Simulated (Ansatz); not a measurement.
Ansatz (a first-principles code) input (HF/def2-QZVPP):
A basis named .json is the Basis Set Exchange file of that set.

Ansatz 0.2 input:
```yaml
crystal:
  periodic: [false, false, false]
  atoms:
    - {symbol: Sb, position_ang: [0.06926109, -0.44654854, 0.01206463]}
    - {symbol: I, position_ang: [-2.80034917, -1.40392318, 0.00871893]}
    - {symbol: I, position_ang: [-0.36021384, 2.32241440, -0.06274586]}
    - {symbol: I, position_ang: [3.09391554, -0.48879357, 0.04241756]}
basis:
  gaussian:
    orbitals: def2-QZVPP.json
hamiltonian:
  xc: hf
total_charge: -1
magnetization: {spin_polarized: true, initial_magnetization: 1}
```

Output:

```
Functional definition: HF
integrals: 0.40 GiB planned
2123 factors; their error is unknown
mean field: 3.45 GiB planned
mean field evaluation 1: about -30731.4629 eV, gradient 1.6e1 eV
mean field evaluation 2: about -30732.3261 eV, gradient 1.5e1 eV
mean field evaluation 4: about -30733.2467 eV, gradient 9.4e-1 eV
mean field evaluation 8: about -30733.2672 eV, gradient 7.6e-2 eV
mean field evaluation 16: about -30733.9898 eV, gradient 2.7e-5 eV
mean field evaluation 32: about -30726.7622 eV, gradient 9.1e0 eV
mean field evaluation 64: about -30733.9898 eV, gradient 1.3e-1 eV
mean field evaluation 96: about -30731.5111 eV, gradient 3.2e-1 eV
mean field -30733.98984977 eV, -1129.4532947325 hartree, gradient 2.6e-5 eV, S^2 0.768628; 5 other end points of the search recorded, 0 dependent functions left out
reference -30733.98984977 eV, -1129.4532947325 hartree; 50, 49 occupied and 278, 279 virtual orbitals, 2123 factors
Total energy: -30733.98984977 eV, -1129.4532947325 hartree
```
